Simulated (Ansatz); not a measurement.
One change: `CCOC=O` becomes `CC[O][InH][CH3]`.

Ansatz, PBE0-D4/def2-TZVP geometries, multiplicity 1. Each molecule was computed in one conformer, which needn't be the lowest.

Elements past krypton have def2 core potentials.

```tsv
property	`CCOC=O`
LUMO energy (B3LYP/def2-TZVPP) / eV	-0.19
size of the dipole moment (PBE/def2-TZVPP) / D	1.96
HOMO energy (ωB97M-V/def2-TZVPP) / eV	-10.71
size of the dipole moment (ωB97M-V/def2-TZVPP) / D	1.95
size of the dipole moment (B3LYP/def2-TZVPP) / D	1.98
HOMO energy (B3LYP/def2-TZVPP) / eV	-8.01
```

Task: What does the change do to each property? (Estimate.)

Result: Ansatz gave: 
```
                                          property  `CC[O][InH][CH3]`  shift
               LUMO energy (B3LYP/def2-TZVPP) / eV              -1.44  -1.25
    size of the dipole moment (PBE/def2-TZVPP) / D               2.06   0.10
             HOMO energy (ωB97M-V/def2-TZVPP) / eV              -9.45   1.26
size of the dipole moment (ωB97M-V/def2-TZVPP) / D               2.23   0.28
  size of the dipole moment (B3LYP/def2-TZVPP) / D               2.20   0.22
               HOMO energy (B3LYP/def2-TZVPP) / eV              -6.93   1.08
```

With PBE0 the HOMO rises by 1.11 eV and the LUMO falls by 1.27 eV, so the gap narrows by about 2.38 eV. PBE moves the HOMO by 0.82 eV and ωB97M-V by 1.26 eV. Dipoles are sizes alone; their direction can turn.

B3LYP here is the variant with VWN-RPA as its local correlation; programs differ in this.
